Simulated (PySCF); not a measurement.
C3H4O, SMILES O=C1CC1.

Geometry: B3LYP-D3(BJ)/def2-SVP.

Two levels are set side by side: PBE/def2-TZVPD (PySCF) and r2SCAN/def2-TZVPD (PySCF). Same geometry, gas phase. Differences are taken from unrounded values.

```json
[
 {"quantity": "orbital gap (eV)", "r2SCAN": "3.87", "PBE": "3.36", "PBE minus r2SCAN": "-0.51"},
 {"quantity": "highest occupied level (eV)", "r2SCAN": "-5.79", "PBE": "-5.56", "PBE minus r2SCAN": "0.24"},
 {"quantity": "lowest empty level (eV)", "r2SCAN": "-1.92", "PBE": "-2.20", "PBE minus r2SCAN": "-0.28"},
 {"quantity": "dipole moment (D)", "r2SCAN": "2.96", "PBE": "2.86", "PBE minus r2SCAN": "-0.09"},
 {"quantity": "mean polarisability (bohr³)", "r2SCAN": "39.4", "PBE": "40.6", "PBE minus r2SCAN": "1.3"}
]
```

Rough cost on one machine, each run with all the roots and properties that it gave: r2SCAN against PBE about 5 times.
